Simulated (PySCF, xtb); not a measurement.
Zn(Cl)(Me) (CH3ClZn), SMILES [CH3][Zn][Cl].

Harmonic wavenumbers (cm⁻¹) from GFN2-xTB in xtb 6.7.1 at its own minimum, in rising order: 47, 47, 271, 442, 670, 670, 1276, 1472, 1472, 3071, 3072, 3073.

### Question
What does PySCF with B3LYP-D3(BJ)/def2-TZVP give at its own minimum? (Estimate from the structure and the level; the computed values follow.)

### Answer
119, 119, 380, 579, 722, 722, 1212, 1458, 1458, 3043, 3124, 3124. Paired by order, the mean absolute difference is 60 cm⁻¹ and the zero-point energies are 22.3 and 23.0 kcal/mol.
